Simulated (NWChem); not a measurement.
System meant: AlAsH₂F₂; SMILES [F][Al]([F])[AsH2]

The following NWChem deck was run.

```
start job
memory heap 200 mb stack 900 mb global 1100 mb
geometry units angstroms noautoz
  Al    -0.072557     1.065898     0.031664
  As    -0.173521    -1.329279     0.156895
  H      0.495039    -1.422826    -1.211210
  H     -1.574718    -1.295383    -0.445721
  F     -1.342241     2.016615     0.515815
  F      1.300500     1.854167    -0.461965
end
basis spherical
  * library def2-svp
end
dft
  xc xpbe96 cpbe96
  iterations 4
  mulliken
end
task dft energy
```

End of the output:

```
    Atom       Charge   Shell Charges
 -----------   ------   -------------------------------------------------------
    1 Al  13    12.61   2.00  1.93  0.57  0.24  5.80  0.90  0.59  0.57
    2 As  33    32.99   2.00  2.00  1.95  1.03  0.54  5.99  5.80  1.66  1.91  7.80  2.04  0.27
    3 H    1     1.01   0.60  0.37  0.04
    4 H    1     1.01   0.60  0.37  0.04
    5 F    9     9.19   1.98  1.01  0.77  3.20  2.23  0.00
    6 F    9     9.19   1.98  1.01  0.77  3.20  2.23  0.00

 center of mass
 --------------
 x =   0.03279144 y =  -0.06142701 z =   0.00000000

 moments of inertia (a.u.)
 ------------------
        1386.725356193375          -0.000000094665           0.000000000000
          -0.000000094665         286.827236461745           0.000000000000
           0.000000000000           0.000000000000        1115.482607667056

     Multipole analysis of the density
     ---------------------------------

     L   x y z        total         alpha         beta         nuclear
     -   - - -        -----         -----         ----         -------
     0   0 0 0     -0.000000    -33.000000    -33.000000     66.000000

     1   1 0 0     -0.143403     -0.071701     -0.071701      0.000000
     1   0 1 0     -0.679018     -0.339509     -0.339509     -0.000000
     1   0 0 1     -0.000000     -0.000000     -0.000000      0.000000

     2   2 0 0    -27.836740    -17.675054    -17.675054      7.513369
     2   1 1 0      0.695339     -2.453132     -2.453132      5.601602
     2   1 0 1      0.000000      0.000000      0.000000      0.000000
     2   0 2 0    -34.571937   -275.464236   -275.464236    516.356536
     2   0 1 1      0.000000      0.000000      0.000000      0.000000
     2   0 0 2    -33.089309    -84.916981    -84.916981    136.744653

 ------------------------------------------------------------------------
 dft energy failed                                                                                  0
 ------------------------------------------------------------------------
 ------------------------------------------------------------------------
  current input line :
    19: task dft energy
 ------------------------------------------------------------------------
 ------------------------------------------------------------------------
 This type of error is most commonly associated with calculations not reaching convergence criteria
 ------------------------------------------------------------------------
 For more information see the NWChem manual at https://nwchemgit.github.io

0:dft energy failed:Received an Error in Communication
```

### Question
Can this run be used? If not, why, and what is the fix?

### Answer
Convergence was not reached. Cause: the SCF was allowed too few iterations. This input runs:
```
start job
memory heap 200 mb stack 900 mb global 1100 mb
geometry units angstroms noautoz
  Al    -0.072557     1.065898     0.031664
  As    -0.173521    -1.329279     0.156895
  H      0.495039    -1.422826    -1.211210
  H     -1.574718    -1.295383    -0.445721
  F     -1.342241     2.016615     0.515815
  F      1.300500     1.854167    -0.461965
end
basis spherical
  * library def2-svp
end
dft
  xc xpbe96 cpbe96
  iterations 150
  mulliken
end
task dft energy
```
It converges to -2678.17679 Ha (PBE/def2-SVP).
